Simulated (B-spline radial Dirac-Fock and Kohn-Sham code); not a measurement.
Calculated with a B-spline atomic structure program, using the Dirac equation of a negative muon with reduced mass in the field of a spherical finite nucleus, with the Uehling potential to all orders; nuclear polarisation, deformation, hyperfine structure, self-energy, higher-order vacuum polarisation, relativistic recoil and electron screening are left out. The nuclear charge is a Fermi distribution (skin thickness 2.3 fm).

**Question.** A muonic atom of atomic mass 144.94 u emits these computed lines: 2p3/2 → 1s1/2 3849 keV, 3d5/2 → 2p3/2 1183 keV, 4f7/2 → 3d5/2 418.4 keV, 5g9/2 → 4f7/2 192.8 keV. Which element is it, and what rms charge radius was used?

**Answer.** Cesium (Z = 55, nuclide ¹⁴⁵Cs); the high transitions hardly feel the nucleus and fix Z. The 2p → 1s line lies 2880 keV below the value for a point nucleus without QED, which for this nuclear model gives a radius near 4.92 fm (4.9188 fm was used).
